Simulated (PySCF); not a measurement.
C₂H₆BF₂N, SMILES FCB(NC)F. The structure is a stationary point at PBE-D3(BJ)/def2-SVP. The structure was generated by enumeration, and PubChem lists no compound with its InChIKey, so it may never have been made. One conformer was computed; it need not be the lowest.

Computed equilibrium geometry at PBE-D3(BJ)/def2-SVP (PySCF confirms it by a frequency run) as bond lengths and angles, and its point group (one conformer of several):
point group Cs.
Atoms: C1 N2 B3 F4 C5 F6 H7 H8 H9 H10 H11 H12. Bonds (Å): C1–N2 1.448, C1–H7 1.107, C1–H8 1.112, C1–H9 1.112, N2–B3 1.399, N2–H10 1.024, B3–F4 1.355, B3–C5 1.590, C5–F6 1.402, C5–H11 1.116, C5–H12 1.116. Angles (°): N2–C1–H7 109.4, N2–C1–H8 112.0, N2–C1–H9 112.0, H7–C1–H8 107.8, H7–C1–H9 107.8, H8–C1–H9 107.6, C1–N2–B3 128.0, C1–N2–H10 116.6, B3–N2–H10 115.4, N2–B3–F4 121.1, N2–B3–C5 119.7, F4–B3–C5 119.1, B3–C5–F6 110.8, B3–C5–H11 111.1, B3–C5–H12 111.1, F6–C5–H11 108.9, F6–C5–H12 108.9, H11–C5–H12 106.0.
